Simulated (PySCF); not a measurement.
Run record: geometry optimisation, `[SiH3]OB[AsH2]`.

Computed with PBE0-D3(BJ)/def2-SVP geometry optimisation, gas phase (PySCF 2.14.0). Start geometry: GFN2-xTB. A driver script takes a list of jobs; this job's settings line and coordinates (Å) are shown.

Input:
```
{"job": {"xc": "PBE0", "basis": "def2-SVP", "d3": "d3bj", "grid": 1, "kind": "geom"}, "charge": 0, "multiplicity": 1}
Si    -1.795212     0.231452    -0.033605
O     -0.503935    -0.651524    -0.432227
B      0.776736    -0.933610    -0.434555
As     2.181845     0.217079     0.490387
H     -2.608475    -0.688405     0.759988
H     -2.370608     0.597855    -1.326167
H     -1.426456     1.420857     0.745873
H      1.109898    -1.936695    -0.971628
H      1.570826     1.518973     0.046005
H      3.074264     0.228674    -0.719439
```

Problem. Give the output.

Solution. 
```
step   0  E = -2628.14672844  max force = 0.019550
step   1  E = -2628.15284974  max force = 0.004554
step   2  E = -2628.15314353  max force = 0.004002
step   3  E = -2628.15330739  max force = 0.003237
step   4  E = -2628.15350178  max force = 0.003495
step   5  E = -2628.15367424  max force = 0.001575
step   6  E = -2628.15374800  max force = 0.000604
step   7  E = -2628.15378136  max force = 0.000627
step   8  E = -2628.15380644  max force = 0.000657
step   9  E = -2628.15381856  max force = 0.000753
step  10  E = -2628.15383031  max force = 0.000608
step  11  E = -2628.15384661  max force = 0.000738
step  12  E = -2628.15387620  max force = 0.000917
step  13  E = -2628.15396475  max force = 0.001539
step  14  E = -2628.15395560  max force = 0.002995
step  15  E = -2628.15412502  max force = 0.001681
step  16  E = -2628.15418556  max force = 0.001190
step  17  E = -2628.15427976  max force = 0.000799
step  18  E = -2628.15430936  max force = 0.000408
step  19  E = -2628.15431731  max force = 0.000298
optimisation converged
```

Energies in Eh; «max force» is the largest Cartesian gradient component in Eh/bohr.

Problem. Give the first gradient maximum in eV/Å.

Solution. With 1 Eh/bohr = 51.422 eV/Å, 1.005 eV/Å.

Problem. How much energy does the optimisation release, in kcal/mol?

Solution. E(step 0) − E(last step) = 0.007589 Eh, which is 4.8 kcal/mol.

In short: final energy -2628.15432 Eh after 19 steps; dipole 1.46 D.

Problem. Give the final coordinates.

Solution. 0.511 Å rms from the input after alignment:
```
atom  x, y, z in Å
Si1   -1.5137    0.6297    0.1338
O2    -0.4352   -0.6037   -0.2571
B3     0.9063   -0.7164   -0.2429
As4    2.1620    0.7217    0.5024
H5    -2.8556    0.0028    0.2529
H6    -1.5096    1.6450   -0.9563
H7    -1.1072    1.2538    1.4262
H8     1.3927   -1.7646   -0.6111
H9     1.4271    1.9181   -0.0908
H10    3.1397    0.5998   -0.6546
```

On an Arm Neoverse V1 with one thread, no GPU, on a shared host, this took 86 s of wall time.
Labels such as C1 count atoms from 1, the log's own numbers from 0.
